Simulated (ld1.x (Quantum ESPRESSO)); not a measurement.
**u(r) = r·R(r): atom against pseudo-atom (P)**

Columns: radius, all-electron u(r) and pseudo u(r) of the 3s shell (level -13.95 eV) of phosphorus in the configuration [Ne] 3s2 3p3; LDA (PZ), non-relativistic, TM scheme, ld1.x (Quantum ESPRESSO) 7.5.

```csv
r (bohr),all-electron,pseudo
0.108,0.0995,0.0332
0.215,-0.2230,0.0681
0.322,-0.3738,0.1069
0.430,-0.3430,0.1522
0.538,-0.2049,0.2059
0.645,-0.0242,0.2691
0.752,0.1615,0.3430
0.860,0.3323,0.4269
0.968,0.4765,0.5160
1.075,0.5900,0.6020
1.182,0.6751,0.6772
1.290,0.7346,0.7347
1.398,0.7710,0.7710
1.505,0.7880,0.7880
1.612,0.7897,0.7897
1.720,0.7789,0.7789
1.828,0.7585,0.7585
1.935,0.7314,0.7314
2.042,0.6993,0.6993
2.150,0.6637,0.6637
2.258,0.6261,0.6261
2.365,0.5880,0.5880
2.472,0.5498,0.5498
2.580,0.5119,0.5119
2.688,0.4750,0.4750
2.795,0.4398,0.4398
```

(1) How many radial nodes do the two functions have?

(2) At about which radius was the pseudo-wave matched?

(3) Where does each function peak?

(4) Is the pseudo-wave norm-conserving?

Results:

(1) The all-electron 3s function has n − l − 1 = 2; the pseudo-wave has 0, since the states of the same l below it are removed with the core.

(2) 1.40 bohr. The columns agree to 0.0005 from 1.29 bohr on; several derivatives are matched, so the curves merge somewhat inside the radius.

(3) Outermost all-electron maximum near 1.61 bohr, pseudo maximum near 1.61 bohr (to the table’s step).

(4) Yes: the TM scheme keeps the norm inside the radius equal to the all-electron one, which fixes the energy derivative of the logarithmic derivative at the level.
